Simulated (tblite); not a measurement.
Run record: tight-binding relaxation, `[BH3-][N+]#CCCCC=O`.

Computed with GFN2-xTB geometry optimisation, gas phase (tblite 0.8.0). Start geometry: from a force field or distance geometry. The command runs a driver script over a list of jobs; the input below is this job's line of settings and its coordinates in Å.

Command:
```bash
OMP_NUM_THREADS=1 python probes_run.py task.json out
```

Input:
```
{"job": {"kind": "relax", "xc": "GFN2-xTB", "basis": "xTB"}, "charge": 0, "multiplicity": 1}
B      3.197900     0.931300    -0.806000
N      2.027800     0.021500    -0.617900
C      1.135600    -0.691300    -0.453500
C     -0.034000    -1.586300    -0.295200
C     -1.162000    -0.861100     0.414400
C     -1.495500     0.304900    -0.517100
C     -2.595100     1.063600     0.120300
O     -3.086400     0.744100     1.196600
H      2.889400     1.970900    -0.270300
H      3.361700     1.164600    -1.972000
H      4.201100     0.492600    -0.364800
H      0.235500    -2.496300     0.294200
H     -0.412200    -1.864700    -1.281100
H     -2.046700    -1.517300     0.400800
H     -0.928500    -0.540700     1.431700
H     -1.762800    -0.005400    -1.517600
H     -0.571600     0.935900    -0.622800
H     -2.963000     1.940000    -0.416000
```

Output:
```
step      E/eV     max force
  0    -652.13218    2.075
  1    -652.19757    2.591
  2    -652.26953    1.274
  3    -652.29544    1.548
  4    -652.35290    0.790
  5    -652.41388    0.637
  6    -652.44168    0.501
  7    -652.47132    0.409
  8    -652.48815    0.376
  9    -652.50014    0.275
... (26 lines left out)
 36    -652.52095    0.013
 37    -652.52098    0.014
 38    -652.52102    0.014
 39    -652.52105    0.015
 40    -652.52109    0.014
 41    -652.52112    0.014
 42    -652.52115    0.011
 43    -652.52117    0.012
 44    -652.52118    0.011
 45    -652.52120    0.010
```

«max force» is the largest atomic force in eV/Å.

Task: From which step on does the largest force stay under 0.1 eV/Å, and how much energy is left to gain from there?

Result: From step 14 (0.086 eV/Å), 5.0 meV above the end.

Summary of the converged run: energy lowered by 9.0 kcal/mol over 45 steps; largest atomic force 0.010 eV/Å at the end.

Task: Give the final coordinates.

Result: 0.116 Å rms from the input after alignment:
```
atom  x, y, z in Å
B1     3.1690    0.9277   -0.7975
N2     2.0764   -0.0285   -0.6160
C3     1.1997   -0.7619   -0.4830
C4     0.0545   -1.6152   -0.3181
C5    -1.1082   -0.8522    0.3330
C6    -1.5321    0.3631   -0.4874
C7    -2.6655    1.1104    0.1574
O8    -3.1950    0.8105    1.1883
H9     2.8177    1.9127   -0.2218
H10    3.2627    1.0878   -1.9760
H11    4.1362    0.4287   -0.3133
H12    0.3333   -2.4691    0.3059
H13   -0.2428   -1.9926   -1.3019
H14   -1.9588   -1.5269    0.4430
H15   -0.8187   -0.5201    1.3313
H16   -1.8511    0.0712   -1.4925
H17   -0.6983    1.0612   -0.6084
H18   -2.9878    1.9996   -0.4196
```

The run took 0.46 s wall on Arm Neoverse N1, one thread, no GPU (shared host).
Labels such as C1 count atoms from 1, the log's own numbers from 0.
